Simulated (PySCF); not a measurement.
Molecule: SMILES C#[C][GeH2][C]#CC, C5H6Ge.

Mapped SMILES: `[CH:1]#[C:2][GeH2:3][C:4]#[C:5][CH3:6]`; H(Xn) means a hydrogen on atom n.

Geometry PBE0-D3(BJ)/def2-SVP throughout; GIAO in PySCF, gas phase, one conformer, non-relativistic; equivalent atoms averaged; functional PBE0.

Q: How do the shifts δ (against TMS, GeMe4 at the same level) depend on the basis set? (ppm; last column core-seconds on 1 thread of an Arm Neoverse V1, shared host)

A: 
| basis set | functions | C5 | C1 | C4 | C2 | C6 | Ge3 | H(C1) | H(Ge3) | H(C6) | core-s |
| --- | --- | --- | --- | --- | --- | --- | --- | --- | --- | --- | --- |
| STO-3G | 49 | 86.2 | 84.9 | 60.8 | 60.1 | 15.2 | -139.5 | 2.66 | 2.33 | 1.35 | 4.2 |
| 6-31G | 84 | 104.2 | 94.4 | 72.3 | 77.2 | 6.8 | -184.0 | 2.43 | 4.90 | 1.92 | 7.8 |
| 6-31G* | 114 | 100.0 | 90.4 | 68.8 | 72.6 | 5.9 | -159.3 | 2.04 | 4.86 | 1.68 | 11 |
| cc-pVDZ | 127 | 104.8 | 94.1 | 72.9 | 78.1 | 6.0 | -221.7 | 2.04 | 4.67 | 1.80 | 14 |
| def2-SVP | 132 | 103.8 | 93.2 | 72.7 | 77.7 | 4.6 | -266.9 | 1.94 | 4.59 | 1.71 | 12 |
| pcSseg-1 | 156 | 111.9 | 101.8 | 77.8 | 83.6 | 5.8 | -236.3 | 2.11 | 4.67 | 1.93 | 14 |
| def2-TZVP | 239 | 110.8 | 98.7 | 77.1 | 84.1 | 5.4 | -228.1 | 2.03 | 4.85 | 1.88 | 30 |

Q: Which nucleus moves most, in ppm?

A: Ge3 (germanium bonded to 2 C, 2 H): from -266.9 ppm with def2-SVP to -139.5 ppm with STO-3G. The smallest spread is 0.58 ppm, at H(C6). Proton shifts span only some 12 ppm, so a few tenths of a ppm matter as much there as several ppm in carbon.

Q: Taking the largest basis, def2-TZVP (239 functions), as the yardstick, rank the others by their worst heavy-atom deviation.

A: cc-pVDZ 6.4 ppm (127 functions), pcSseg-1 8.2 ppm (156 functions), def2-SVP 38.8 ppm (132 functions), 6-31G 44.1 ppm (84 functions), 6-31G* 68.8 ppm (114 functions), STO-3G 88.6 ppm (49 functions).

Relativistic effects, spin–orbit coupling among them, are left out; they matter for Ge and for the light atoms bonded to it.

A small basis that lands close on one nucleus may do so by chance; judge by the trend and by all nuclei.
